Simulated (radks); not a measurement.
Fractional charge and spin in the 6s shell of tantalum: the spin-up occupation runs from 0 to 1 and the spin-down occupation from 0 to 1; the fullest corner is Ta, [Xe] 4f14 5d(up 1.5, down 1.5) 6s(up 1, down 1). Method: scalar-relativistic Kohn-Sham, PBE, spin-polarised, spherical densities, finite nucleus; Fermi nuclear charge, rms radius of each element as measured or else 0.836 A^(1/3) + 0.57 fm; computed with a radial shooting solver on a logarithmic mesh with Libxc functionals. Energy (eV) minus the two flat planes that join the four corners (they meet along the diagonal where the two added fractions sum to one electron); zero is where a piecewise linear energy would lie.

down \ up,0,0.25,0.5,0.75,1
0,0.000,-0.606,-0.804,-0.600,0.000
0.25,-0.606,-0.749,-0.494,0.153,-0.542
0.5,-0.804,-0.494,0.204,-0.444,-0.717
0.75,-0.600,0.153,-0.444,-0.670,-0.534
1,0.000,-0.542,-0.717,-0.534,0.000

Corners above the fullest one (they belong to Ta+ and the next ion): (up 1, down 0) 8.261 eV, (up 0, down 1) 8.261 eV, (up 0, down 0) 23.434 eV. With half an added electron in each spin the energy lies 0.204 eV from the planes, and with half an added electron in spin up alone -0.804 eV. The planes are only a guide here: the flat-plane condition holds for ground states with one frontier orbital, while this shell lies below other occupied shells, so the corners above the fullest one are inner-hole states and not the ground states of those ions.
